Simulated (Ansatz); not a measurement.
Relaxation of CH₇AlSiTe (11 atoms, charge 0, multiplicity 1), to a largest force component of 0.015 eV/Å in at most 40 steps.

The calculation used Ansatz, RKS CAM-B3LYP-D4/def2-SVP.

```xyz
11
Properties=species:S:1:pos:R:3
C -0.966 2.007 0.837
Te 1.030 1.612 1.278
Al 0.630 2.544 3.685
Si -0.116 1.079 5.371
H -1.192 3.133 0.926
H -1.236 1.770 -0.222
H -1.650 1.494 1.522
H 0.989 4.047 3.998
H -1.468 0.624 4.919
H 0.764 0.016 5.563
H -0.322 1.898 6.610
```

Problem. Where does it end, and by what steps?

Solution. It converged. The force dipped under the threshold on the way, but the program's further checks kept it going. After 23 steps the energy has fallen by 0.751 eV; Te2 moved furthest, 1.59 Å.

```json
{"step": "0", "energy less start (eV)": "0.0000", "largest force component (eV/Å)": "2.162", "accepted": "yes"}
{"step": "1", "energy less start (eV)": "-0.2972", "largest force component (eV/Å)": "0.672", "accepted": "yes"}
{"step": "2", "energy less start (eV)": "-0.3548", "largest force component (eV/Å)": "0.457", "accepted": "yes"}
{"step": "3", "energy less start (eV)": "-0.3699", "largest force component (eV/Å)": "0.073", "accepted": "yes"}
{"step": "4", "energy less start (eV)": "-0.3894", "largest force component (eV/Å)": "0.369", "accepted": "yes"}
{"step": "5", "energy less start (eV)": "-0.4232", "largest force component (eV/Å)": "0.444", "accepted": "yes"}
{"step": "6", "energy less start (eV)": "-0.4662", "largest force component (eV/Å)": "0.495", "accepted": "yes"}
{"step": "7", "energy less start (eV)": "-0.5327", "largest force component (eV/Å)": "0.479", "accepted": "yes"}
{"step": "8", "energy less start (eV)": "-0.6029", "largest force component (eV/Å)": "0.443", "accepted": "yes"}
{"step": "9", "energy less start (eV)": "-0.6372", "largest force component (eV/Å)": "0.343", "accepted": "yes"}
{"step": "10", "energy less start (eV)": "-0.7060", "largest force component (eV/Å)": "0.318", "accepted": "yes"}
{"step": "11", "energy less start (eV)": "-0.7369", "largest force component (eV/Å)": "0.167", "accepted": "yes"}
{"step": "12", "energy less start (eV)": "-0.7431", "largest force component (eV/Å)": "0.232", "accepted": "yes"}
{"step": "13", "energy less start (eV)": "-0.7490", "largest force component (eV/Å)": "0.049", "accepted": "yes"}
{"step": "14", "energy less start (eV)": "-0.7497", "largest force component (eV/Å)": "0.023", "accepted": "yes"}
{"step": "15", "energy less start (eV)": "-0.7502", "largest force component (eV/Å)": "0.030", "accepted": "yes"}
{"step": "16", "energy less start (eV)": "-0.7503", "largest force component (eV/Å)": "0.030", "accepted": "yes"}
{"step": "17", "energy less start (eV)": "-0.7505", "largest force component (eV/Å)": "0.047", "accepted": "yes"}
{"step": "18", "energy less start (eV)": "-0.7507", "largest force component (eV/Å)": "0.039", "accepted": "yes"}
{"step": "19", "energy less start (eV)": "-0.7508", "largest force component (eV/Å)": "0.014", "accepted": "yes"}
{"step": "20", "energy less start (eV)": "-0.7509", "largest force component (eV/Å)": "0.015", "accepted": "yes"}
{"step": "21", "energy less start (eV)": "-0.7510", "largest force component (eV/Å)": "0.013", "accepted": "yes"}
{"step": "22", "energy less start (eV)": "-0.7510", "largest force component (eV/Å)": "0.006", "accepted": "yes"}
{"step": "23", "energy less start (eV)": "-0.7510", "largest force component (eV/Å)": "0.009", "accepted": "yes"}
```

```xyz
11
Properties=species:S:1:pos:R:3
C -1.144 1.890 1.042
Te 0.607 3.149 1.284
Al 1.077 2.725 3.710
Si -0.306 1.227 5.062
H -1.964 2.513 0.667
H -0.908 1.103 0.317
H -1.429 1.441 2.000
H 2.334 3.495 4.284
H -1.512 0.734 4.336
H 0.482 0.031 5.485
H -0.776 1.915 6.301
```

Run time: 110 s on 2 threads of Arm Neoverse V1, with other jobs on the host, peak memory 0.34 GiB.
